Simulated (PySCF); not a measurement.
Gas-phase reaction: 4 ZrCl3OH + O2 → 4 ZrOCl2 + 2 H2O + 2 Cl2

Energies from PySCF (xtb for GFN2), thermal terms from the rigid-rotor harmonic-oscillator model, ideal gas at 1 bar. † marks an energy on the PBE0/def2-TZVP geometry and frequencies; other levels use their own. CCSD(T) freezes the core. Open shells (unrestricted): O2 (multiplicity 3); the rest are closed-shell singlets. GFN2 has no spin-polarisation term. B3LYP is the form with VWN-RPA correlation. Zr: scalar-relativistic def2 core potential, no spin-orbit coupling. ZrCl3OH, ZrOCl2: computed as isolated molecules; such fragments, hydroxides, amides, oligomers or adducts are transient or little studied in the gas. CCSD(T) isn't extrapolated to the basis-set limit; its ΔH°(298 K) is 1238.1 kJ in def2-SVP and 1099.4 kJ in def2-TZVPP. The harmonic model lacks anharmonicity and excited electronic states, which grow with temperature; levels with a mode under 35 cm⁻¹ are left out. Soft modes under 120 cm⁻¹ make the harmonic entropy rough for ZrCl3OH, ZrOCl2. Warning, large T1 diagnostic: ZrOCl2 (CCSD(T)/def2-SVP†).

```tsv
level	ΔE electronic, kJ	ΔH°(298 K), kJ	ΔS°(298 K), J/K	ΔG°(600 K), kJ
B3LYP/def2-TZVP†	1112	1105	448	843
CCSD(T)/def2-SVP†	1245	1238	448	976
GFN2-xTB	1207	1202	383	978
M06-2X/def2-TZVP†	1169	1162	448	899
PBE/def2-TZVP†	1065	1058	448	796
PBE0/def2-QZVP†	1112	1105	448	843
```
ΔH° is lowest at PBE/def2-TZVP† and highest at CCSD(T)/def2-SVP†. No reference value is set beside these.
